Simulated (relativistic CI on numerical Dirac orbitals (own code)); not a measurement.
Slater and spin-orbit integrals, Pt⁴³⁺

Computed by Dirac-Coulomb-Breit CI, separate exchange-only KLI orbitals for each configuration, QED by a radiative potential, unscaled Slater integrals (own radial code, finite nucleus).

Slater integrals F^k, G^k are unscaled and averaged over j, outside the closed core [Ar] 3d10; ζ comes from projecting the Hamiltonian with its Breit term on Σ l·s of the shell.

- 4s2 4p5: ζ(4p) = 666540 cm⁻¹; <r>(4p) = 0.3822, <r^2>(4p) = 0.1655 (bohr units).
- 4s2 4p4 4d: F^2(4p,4p) = 265930, ζ(4p) = 667330, F^2(4p,4d) = 262440, G^1(4p,4d) = 323430, G^3(4p,4d) = 207920, ζ(4d) = 84117 cm⁻¹; <r>(4p) = 0.3822, <r^2>(4p) = 0.1655, <r>(4d) = 0.3802, <r^2>(4d) = 0.1653 (bohr units).
- 4s 4p5 4d: G^1(4s,4p) = 348110, ζ(4p) = 666950, G^2(4s,4d) = 257990, F^2(4p,4d) = 262400, G^1(4p,4d) = 323390, G^3(4p,4d) = 207880, ζ(4d) = 84515 cm⁻¹; <r>(4s) = 0.3719, <r^2>(4s) = 0.1557, <r>(4p) = 0.3823, <r^2>(4p) = 0.1656, <r>(4d) = 0.3802, <r^2>(4d) = 0.1653 (bohr units).

Averages of the first 10 configurations, taken without configuration mixing, which lowers the lowest level and can move excited configurations by several eV; other configurations of the list can lie among them:

```
Configuration  Parity  States  Average energy above the lowest level (eV)
      4s2 4p5     odd       6                                        43.0
       4s 4p6    even       2                                       250.9
   4s2 4p4 4d    even     150                                       273.1
    4s 4p5 4d     odd     120                                       475.9
   4s2 4p4 4f     odd     210                                       489.1
    4s 4p5 4f    even     168                                       692.2
       4p6 4d    even      10                                       690.5
   4s 4p4 4d2    even    1350                                       704.3
4s2 4p3 4d 4f    even    2800                                       720.1
       4p6 4f     odd      14                                       907.1
```
